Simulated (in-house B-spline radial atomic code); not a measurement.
Successive ionisation energies of gold; each step leads to the configuration of the next row (after the last: [Xe] 4f14 5d1). NIST's values go from ground level to ground level; the uncertainty of those that are theory runs from under 0.1 % in few-electron ions to several per cent in heavy many-electron ones. Computed with a B-spline radial code for spherical atoms: non-relativistic Hartree-Fock, average of the configuration, point nuclei.

This level leaves out relativity, spin-orbit splitting included, which matters for heavy ions.

```json
{"ion": "Au", "configuration": "[Xe] 4f14 5d10 6s1", "ionisation energy (eV)": "5.92", "tabulated value (eV)": "9.225554", "tabulated kind": "measured", "computed minus tabulated (eV)": "-3.31", "highest orbital": "6s", "largest mean radius (bohr)": "3.7006"}
{"ion": "Au+", "configuration": "[Xe] 4f14 5d10", "ionisation energy (eV)": "20.11", "tabulated value (eV)": "20.203", "tabulated kind": "measured", "computed minus tabulated (eV)": "-0.09", "highest orbital": "5d", "largest mean radius (bohr)": "1.5251"}
{"ion": "Au2+", "configuration": "[Xe] 4f14 5d9", "ionisation energy (eV)": "33.31", "tabulated value (eV)": "30", "tabulated kind": "tabulated theory", "computed minus tabulated (eV)": "3.31", "highest orbital": "5d", "largest mean radius (bohr)": "1.4588"}
{"ion": "Au3+", "configuration": "[Xe] 4f14 5d8", "ionisation energy (eV)": "?", "tabulated value (eV)": "?", "tabulated kind": "tabulated theory", "computed minus tabulated (eV)": "?", "highest orbital": "?", "largest mean radius (bohr)": "?"}
{"ion": "Au4+", "configuration": "[Xe] 4f14 5d7", "ionisation energy (eV)": "?", "tabulated value (eV)": "?", "tabulated kind": "tabulated theory", "computed minus tabulated (eV)": "?", "highest orbital": "?", "largest mean radius (bohr)": "?"}
{"ion": "Au5+", "configuration": "[Xe] 4f14 5d6", "ionisation energy (eV)": "78.58", "tabulated value (eV)": "74", "tabulated kind": "tabulated theory", "computed minus tabulated (eV)": "4.58", "highest orbital": "5d", "largest mean radius (bohr)": "1.3221"}
{"ion": "Au6+", "configuration": "[Xe] 4f14 5d5", "ionisation energy (eV)": "?", "tabulated value (eV)": "?", "tabulated kind": "tabulated theory", "computed minus tabulated (eV)": "?", "highest orbital": "?", "largest mean radius (bohr)": "?"}
{"ion": "Au7+", "configuration": "[Xe] 4f14 5d4", "ionisation energy (eV)": "112.47", "tabulated value (eV)": "112", "tabulated kind": "tabulated theory", "computed minus tabulated (eV)": "0.47", "highest orbital": "5d", "largest mean radius (bohr)": "1.257"}
{"ion": "Au8+", "configuration": "[Xe] 4f14 5d3", "ionisation energy (eV)": "130.36", "tabulated value (eV)": "130.1", "tabulated kind": "tabulated theory", "computed minus tabulated (eV)": "0.26", "highest orbital": "5d", "largest mean radius (bohr)": "1.2291"}
{"ion": "Au9+", "configuration": "[Xe] 4f14 5d2", "ionisation energy (eV)": "148.83", "tabulated value (eV)": "149", "tabulated kind": "tabulated theory", "computed minus tabulated (eV)": "-0.17", "highest orbital": "5d", "largest mean radius (bohr)": "1.2034"}
```

(1) Fill in the row of Au3+.

(2) Fill in the row of Au4+.

(3) Fill in the row of Au6+.

(4) Where is the largest jump?

Answers

(1) ionisation energy (eV): 47.55; tabulated value (eV): 45; computed minus tabulated (eV): 2.55; highest orbital: 5d; largest mean radius (bohr): 1.4056.

(2) ionisation energy (eV): 62.67; tabulated value (eV): 60; computed minus tabulated (eV): 2.67; highest orbital: 5d; largest mean radius (bohr): 1.3608.

(3) ionisation energy (eV): 95.20; tabulated value (eV): 94; computed minus tabulated (eV): 1.20; highest orbital: 5d; largest mean radius (bohr): 1.2878.

(4) From Au to Au+, by a factor of 3.40 (5.9159 to 20.108 eV); the highest orbital goes from 6s to 5d.
